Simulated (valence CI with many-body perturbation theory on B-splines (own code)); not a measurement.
**Sm XXXI: calculated level list**

Level of theory: relativistic CI+MBPT: four valence electrons over a frozen Dirac-Fock core [Ar] 3d10, radial functions for each j: 11 s, 11 p, 10 d, 8 f, 5 g, 2 h, with the one-electron correlation potential Σ1 (screened to all orders), the two-electron term Σ2, the three-electron term Σ3, Breit, model QED; selected single and double excitations, second order for the rest, scaled by the run's own slope (own B-spline code, finite nucleus).

The last digits are not significant, and no measured levels were compared; by estimate large intervals hold to a few tenths of a per cent, small ones and those within an open d or f shell to about a per cent. Among the levels kept, up to 340 cm⁻¹ of a level comes from second order outside the variational space, and about a tenth of that is noise between levels of different J, which matters for small intervals.

Levels 136 to 180 of 182, with energies above the lowest level, (4s^2 4p1/2^2) J=0. "Leading %" is the weight of the configuration and term that name the level; weights of strongly mixed levels are sums over their largest components and can fall short, so below about 35 % the name and the second component can differ from the true leading terms, or belong to a minority configuration. In the jj column 3d3/2^4 stands for four electrons in 3d with j = 3/2.

| No. | Configuration | Term | J | E (Ry) | Leading % | Second component | g | Leading jj |
| --- | --- | --- | --- | --- | --- | --- | --- | --- |
| 136 | 4p3.4d | 3P° | 2 | 27.061 | 14 | 13 % 4s.4p.4d2 5F° | 1.185 | 4p1/2 4p3/2^2 4d3/2 (32 %) |
| 137 | 4p3.4d | 3D° | 3 | 27.077 | 17 | 9 % 4p3.4d 3G° | 1.213 | 4s 4p1/2 4d3/2 4d5/2 (42 %) |
| 138 | 4s.4p.4d2 | 5G° | 4 | 27.080 | 46 | 15 % 4p3.4d 3F° | 1.189 | 4s 4p1/2 4d3/2 4d5/2 (45 %) |
| 139 | 4s.4p.4d2 | 5D° | 1 | 27.100 | 57 | 7 % 4s.4p.4d2 5F° | 1.294 | 4s 4p1/2 4d3/2 4d5/2 (43 %) |
| 140 | 4s.4p.4d2 | 5D° | 2 | 27.168 | 22 | 16 % 4p3.4d 3P° | 1.330 | 4s 4p1/2 4d3/2 4d5/2 (55 %) |
| 141 | 4s.4p.4d2 | 5P° | 1 | 27.275 | 39 | 12 % 4s.4p.4d2 3S° | 1.667 | 4s 4p1/2 4d3/2 4d5/2 (55 %) |
| 142 | 4s.4p.4d2 | 5F° | 1 | 27.308 | 36 | 9 % 4s.4p.4d2 3D° | 0.695 | 4s 4p1/2 4d3/2^2 (49 %) |
| 143 | 4p3.4d | 3D° | 3 | 27.345 | 10 | 8 % 4p3.4d 1F° | 1.215 | 4s 4p1/2 4d3/2 4d5/2 (31 %) |
| 144 | 4p3.4d | 3P° | 0 | 27.384 | 44 | 19 % 4p3.4d 1S° |  | 4p1/2 4p3/2^2 4d5/2 (58 %) |
| 145 | 4s.4p.4d2 | 5F° | 2 | 27.513 | 23 | 10 % 4s.4p.4d2 5D° | 1.202 | 4s 4p1/2 4d3/2 4d5/2 (32 %) |
| 146 | 4s.4p.4d2 | 5G° | 5 | 27.546 | 32 | 19 % 4p3.4d 3G° | 1.222 | 4s 4p1/2 4d3/2 4d5/2 (36 %) |
| 147 | 4s.4p.4d2 | 3H° | 4 | 27.562 | 50 | 12 % 4s.4p2.4f 3H° | 0.915 | 4s 4p1/2 4d3/2 4d5/2 (54 %) |
| 148 | 4p3.4d | 3P° | 1 | 27.583 | 37 | 18 % 4p3.4d 3D° | 1.155 | 4p1/2 4p3/2^2 4d5/2 (36 %) |
| 149 | 4p3.4d | 3D° | 2 | 27.589 | 35 | 8 % 4s.4p2.4f 3D° | 1.048 | 4p1/2 4p3/2^2 4d5/2 (44 %) |
| 150 | 4s.4p.4d2 | 3G° | 3 | 27.638 | 19 | 18 % 4p3.4d 1F° | 0.999 | 4p1/2 4p3/2^2 4d5/2 (36 %) |
| 151 | 4p3.4d | 3P° | 2 | 27.698 | 29 | 21 % 4p3.4d 3D° | 1.273 | 4p1/2 4p3/2^2 4d5/2 (70 %) |
| 152 | 4s.4p.4d2 | 5D° | 4 | 27.743 | 32 | 12 % 4s.4p2.4f 5D° | 1.323 | 4s 4p1/2 4d5/2^2 (47 %) |
| 153 | 4p3.4d | 3S° | 1 | 27.758 | 27 | 21 % 4p3.4d 1P° | 1.555 | 4p1/2 4p3/2^2 4d3/2 (33 %) |
| 154 | 4s.4p.4d2 | 3F° | 2 | 27.819 | 23 | 11 % 4p3.4d 3F° | 0.910 | 4s 4p1/2 4d3/2 4d5/2 (38 %) |
| 155 | 4p3.4d | 3F° | 3 | 27.824 | 20 | 13 % 4p3.4d 1F° | 1.194 | 4p1/2 4p3/2^2 4d5/2 (46 %) |
| 156 | 4s.4p.4d2 | 5D° | 3 | 27.890 | 16 | 12 % 4p3.4d 3F° | 1.200 | 4s 4p1/2 4d3/2 4d5/2 (38 %) |
| 157 | 4p3.4d | 3D° | 1 | 27.906 | 14 | 13 % 4s.4p2.4f 3D° | 0.889 | 4p1/2 4p3/2^2 4d3/2 (35 %) |
| 158 | 4s.4p2.4f | 5G° | 5 | 27.931 | 22 | 15 % 4s.4p.4d2 3H° | 1.185 | 4s 4p1/2 4p3/2 4f7/2 (45 %) |
| 159 | 4p3.4d | 3P° | 2 | 27.932 | 19 | 12 % 4s.4p2.4f 3D° | 1.146 | 4p1/2 4p3/2^2 4d5/2 (41 %) |
| 160 | 4s.4p2.4f | 5G° | 4 | 28.068 | 18 | 18 % 4s.4p.4d2 3F° | 1.169 | 4s 4p1/2 4p3/2 4f5/2 (40 %) |
| 161 | 4s.4p2.4f | 5G° | 3 | 28.073 | 23 | 9 % 4s.4p2.4f 5D° | 1.101 | 4s 4p1/2 4p3/2 4f5/2 (34 %) |
| 162 | 4s.4p.4d2 | 5D° | 2 | 28.081 | 24 | 18 % 4s.4p.4d2 5P° | 1.515 | 4s 4p1/2 4d3/2 4d5/2 (61 %) |
| 163 | 4s.4p2.4f | 5G° | 3 | 28.098 | 12 | 10 % 4p3.4d 1F° | 1.083 | 4s 4p1/2 4p3/2 4f5/2 (39 %) |
| 164 | 4s.4p2.4f | 5F° | 5 | 28.114 | 27 | 26 % 4s.4p2.4f 5G° | 1.269 | 4s 4p1/2 4p3/2 4f7/2 (58 %) |
| 165 | 4s.4p2.4f | 5G° | 4 | 28.117 | 30 | 16 % 4s.4p2.4f 5D° | 1.260 | 4s 4p1/2 4p3/2 4f7/2 (31 %) |
| 166 | 4s.4p2.4f | 5F° | 1 | 28.126 | 35 | 27 % 4s.4p.4d2 3D° | 0.517 | 4s 4p1/2 4p3/2 4f5/2 (39 %) |
| 167 | 4s.4p2.4f | 5F° | 2 | 28.130 | 31 | 12 % 4s.4p2.4f 5D° | 1.137 | 4s 4p1/2 4p3/2 4f5/2 (48 %) |
| 168 | 4s.4p2.4f | 5F° | 1 | 28.206 | 31 | 12 % 4s.4p.4d2 3D° | 0.563 | 4s 4p1/2 4p3/2 4f5/2 (43 %) |
| 169 | 4s.4p2.4f | 5G° | 6 | 28.301 | 47 | 40 % 4s.4p2.4f 3H° | 1.252 | 4s 4p1/2 4p3/2 4f7/2 (83 %) |
| 170 | 4s.4p.4d2 | 3F° | 3 | 28.332 | 13 | 11 % 4s.4p.4d2 5D° | 1.170 | 4s 4p1/2 4d5/2^2 (36 %) |
| 171 | 4s.4p.4d2 | 3D° | 2 | 28.340 | 17 | 13 % 4s.4p.4d2 3P° | 1.299 | 4s 4p1/2 4d5/2^2 (47 %) |
| 172 | 4s.4p.4d2 | 3G° | 3 | 28.420 | 22 | 9 % 4s.4p2.4f 3G° | 0.959 | 4s 4p1/2 4d3/2 4d5/2 (27 %) |
| 173 | 4s.4p2.4f | 3G° | 5 | 28.435 | 40 | 30 % 4s.4p2.4f 5F° | 1.251 | 4s 4p1/2 4p3/2 4f7/2 (57 %) |
| 174 | 4s.4p2.4f | 3G° | 4 | 28.489 | 39 | 16 % 4s.4p2.4f 5D° | 1.214 | 4s 4p1/2 4p3/2 4f5/2 (56 %) |
| 175 | 4s.4p2.4f | 3F° | 3 | 28.527 | 34 | 22 % 4s.4p2.4f 5F° | 1.197 | 4s 4p1/2 4p3/2 4f5/2 (55 %) |
| 176 | 4s.4p.4d2 | 3P° | 0 | 28.539 | 36 | 14 % 4s.4p.4d2 1S° |  | 4s 4p1/2 4d3/2 4d5/2 (34 %) |
| 177 | 4s.4p2.4f | 5D° | 2 | 28.540 | 32 | 14 % 4s.4p2.4f 3F° | 1.153 | 4s 4p1/2 4p3/2 4f5/2 (58 %) |
| 178 | 4s.4p2.4f | 5D° | 1 | 28.571 | 45 | 21 % 4s.4p2.4f 3P° | 1.238 | 4s 4p1/2 4p3/2 4f5/2 (72 %) |
| 179 | 4s.4p2.4f | 5D° | 0 | 28.577 | 40 | 21 % 4s.4p2.4f 3P° |  | 4s 4p1/2 4p3/2 4f5/2 (55 %) |
| 180 | 4s.4p2.4f | 3F° | 4 | 28.639 | 30 | 24 % 4s.4p2.4f 3G° | 1.181 | 4s 4p1/2 4p3/2 4f7/2 (70 %) |

Where two levels of one J and parity lie close, their mixing, g and order are uncertain.
